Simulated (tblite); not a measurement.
C7H8N (doublet state).
Structure used (GFN2-xTB), in Å, numbered top down from 1:
```xyz
16
C7H8N angstrom
C      2.3017   -0.4232   -0.0387
C      0.8541   -0.0325   -0.0179
C      0.4923    1.3153    0.0979
C     -0.8482    1.6970    0.1366
C     -1.8426    0.7595    0.0659
C     -1.5234   -0.6307   -0.0500
N     -2.5137   -1.4798   -0.1106
C     -0.1352   -0.9831   -0.0899
H      2.4554   -1.3119   -0.6465
H      2.9169    0.3835   -0.4300
H      2.6397   -0.6449    0.9741
H      1.2662    2.0667    0.1560
H     -1.0968    2.7449    0.2217
H     -2.8860    1.0280    0.0924
H     -2.2106   -2.4489   -0.1931
H      0.1225   -2.0309   -0.1794
```

Level: GFN2-xTB in tblite, geometry and Hessian alike; calculated harmonic values, unscaled, isolated species. This tight-binding method is rough: wavenumbers can miss measured ones by several per cent, in bad cases by 10 to 20. One conformer, not necessarily the lowest. Open shells enter through the occupations alone, without spin polarisation, and single modes of such species can be off by tens of per cent. The optimisation stopped once no atom felt more than 0.01 eV/Å.

Lowest wavenumbers of the output (negative numbers stand for imaginary wavenumbers):
```
mode    cm-1
  1     -20.3
  2     161.2
  3     187.4
  4     293.7
  5     377.7
  6     434.7
  7     486.5
  8     500.2
  9     515.9
 10     625.6
```

Is this structure a minimum?

Not by this Hessian. 1 mode is imaginary beyond 20i (20i cm⁻¹), so at this level the point lies at or near a first-order saddle. The curvature is small, so loose convergence or finite differences may be the whole cause.

Which atoms move in the imaginary mode?

20i: H11 (hydrogen on carbon) 36 %, H10 (hydrogen on carbon) 31 %, H9 (hydrogen on carbon) 31 %. These are shares of the mass-weighted motion.

What is the remedy?

Step along that mode in both directions, optimise again with tighter thresholds and repeat the frequencies. The zero-point energy of this point (80.1 kcal/mol) counts the 41 real modes alone, and thermal corrections from it aren't those of a minimum.

On one thread of an Intel Xeon Platinum 8259CL at 2.50 GHz, on a shared host, this took 0.88 s. The figure is for the frequency step alone.
